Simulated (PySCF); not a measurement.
A geometry optimisation on `BP[SiH2]OC`.

Computed with PBE0-D3(BJ)/def2-SVP geometry optimisation, gas phase (PySCF 2.14.0). Start geometry: GFN2-xTB. The input is one job of a driver script: a line of settings, then coordinates in Å.

Input:
```
{"job": {"xc": "PBE0", "basis": "def2-SVP", "d3": "d3bj", "grid": 1, "kind": "geom"}, "charge": 0, "multiplicity": 1}
B     -2.701718     0.233794    -0.206530
P     -1.493550    -0.506590    -1.363172
Si     0.385582    -0.883504    -0.251531
O      0.943980     0.623406    -0.092870
C      2.128040     1.051875     0.507349
H     -3.782537    -0.201624    -0.107711
H     -2.415207     1.233806     0.328961
H     -1.917184    -1.812309    -1.498801
H      1.262221    -1.716437    -1.083824
H      0.263398    -1.542632     1.060084
H      2.126410     0.818661     1.574125
H      2.993840     0.570774     0.047796
H      2.202336     2.131266     0.375150
```

Output:
```
step   0  E = -773.12039456  max force = 0.025924
step   1  E = -773.12637364  max force = 0.004562
step   2  E = -773.12673333  max force = 0.001775
step   3  E = -773.12679623  max force = 0.001417
step   4  E = -773.12683130  max force = 0.000862
step   5  E = -773.12685686  max force = 0.000779
step   6  E = -773.12687573  max force = 0.000729
step   7  E = -773.12690760  max force = 0.001283
step   8  E = -773.12694740  max force = 0.001437
step   9  E = -773.12698560  max force = 0.001004
step  10  E = -773.12700421  max force = 0.000432
step  11  E = -773.12699800  max force = 0.000305
step  12  E = -773.12699412  max force = 0.000457
step  13  E = -773.12699798  max force = 0.000330
step  14  E = -773.12700332  max force = 0.000206
optimisation converged
```

Energies in Eh; «max force» is the largest Cartesian gradient component in Eh/bohr.

Problem. How much energy does the optimisation release, in eV?

Solution. E(step 0) − E(last step) = 0.006609 Eh, which is 0.180 eV.

Problem. Give the first gradient maximum in eV/Å.

Solution. With 1 Eh/bohr = 51.422 eV/Å, 1.333 eV/Å.

In short: final energy -773.12700 Eh after 14 steps; dipole 1.88 D.

The run took 27 s of wall time on one thread of an AMD EPYC 9R45, no GPU, shared host with 96 logical CPUs at a one-minute load of 22, and the process peaked at 0.54 GiB of memory.
Labels such as C1 count atoms from 1, the log's own numbers from 0.
